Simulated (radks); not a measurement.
Trend from Rb4+ to Xe4+: ionisation energy by Delta-SCF between NIST ground configurations, and size. Method: Dirac Kohn-Sham, BLYP, spin-unpolarised, spherical densities, finite nucleus; open shells fill j = l - 1/2 first; Fermi nuclear charge, rms radius of each element as measured or else 0.836 A^(1/3) + 0.57 fm; computed with a radial shooting solver on a logarithmic mesh with Libxc functionals.

| species | configuration | IE (eV) | NIST (eV) | kind | outermost | <r> outermost (bohr) | r at 0.001 e/bohr^3 (bohr) |
|---|---|---|---|---|---|---|---|
| Rb4+ | [Ar] 3d10 4s2 4p3 | 67.095 | 68.4 | theory | 4p3/2 | 1.53 | 3.04 |
| Sr4+ | [Ar] 3d10 4s2 4p4 | 71.420 | 71 | semi-emp. | 4p3/2 | 1.45 | 3.00 |
| Zr4+ | [Kr] | 80.086 | 80.35 | semi-emp. | 4p3/2 | 1.33 | 2.90 |
| Nb4+ | [Kr] 4d1 | 50.348 | 50.573 | exp. | 4d3/2 | 1.61 | 3.01 |
| Mo4+ | [Kr] 4d2 | 53.512 | 54.42 | semi-emp. | 4d3/2 | 1.52 | 3.05 |
| Tc4+ | [Kr] 4d3 | 56.609 | 57 | theory | 4d3/2 | 1.44 | 3.04 |
| Ru4+ | [Kr] 4d4 | 59.649 | 59 | theory | 4d3/2 | 1.37 | 3.02 |
| Rh4+ | [Kr] 4d5 | 62.106 | 63 | theory | 4d5/2 | 1.32 | 2.99 |
| Pd4+ | [Kr] 4d6 | 65.024 | 61 | theory | 4d5/2 | 1.26 | 2.95 |
| Ag4+ | [Kr] 4d7 | 67.907 | 65 | theory | 4d5/2 | 1.21 | 2.91 |
| Cd4+ | [Kr] 4d8 | 70.760 | 68 | theory | 4d5/2 | 1.16 | 2.87 |
| In4+ | [Kr] 4d9 | 73.587 | 69 | semi-emp. | 4d5/2 | 1.12 | 2.83 |
| Sn4+ | [Kr] 4d10 | 76.391 | 77.03 | exp. | 4d5/2 | 1.08 | 2.78 |
| Sb4+ | [Kr] 4d10 5s1 | 55.698 | 55.0 | semi-emp. | 5s1/2 | 1.96 | 3.14 |
| Te4+ | [Kr] 4d10 5s2 | 59.259 | 59 | exp. | 5s1/2 | 1.87 | 3.25 |
| I4+ | [Kr] 4d10 5s2 5p1 | 51.257 | 51.52 | exp. | 5p1/2 | 2.00 | 3.38 |
| Xe4+ | [Kr] 4d10 5s2 5p2 | 54.604 | 54.1 | semi-emp. | 5p1/2 | 1.90 | 3.41 |

Reference values: NIST Atomic Spectra Database (exp. = measured, semi-emp. = semi-empirical, theory = theoretical value adopted there). Spin polarisation and multiplet splitting are left out, so open shells lie too high by an amount that depends on their filling.

Beside tabulated values, note that spin-unpolarised runs miss the spin-polarisation part of the exchange energy of open shells.
